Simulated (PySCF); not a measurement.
# Excited states of N³⁺ (nitrogen, charge +3)

Ground state [He] 2s2, ¹S. Calculation: PySCF 2.14, in x2c-SVPall with two added diffuse shells of s type (5s2p1d, 16 functions); the spin-free X2C one-electron Hamiltonian (Gaussian nucleus). Vertical excitation energies in eV without spin-orbit coupling; excited terms of each kind are numbered among those the solver found. Frozen: nothing.

```csv
term,leading excitation,EOM-EE-CCSD
1 3P°,2s → p,7.808
1 1P°,2s → p,15.976
1 3S,2s → s,46.476
```

Only the lower part of the computed list is shown. Doubly excited terms such as np² are absent. The solver can miss terms.
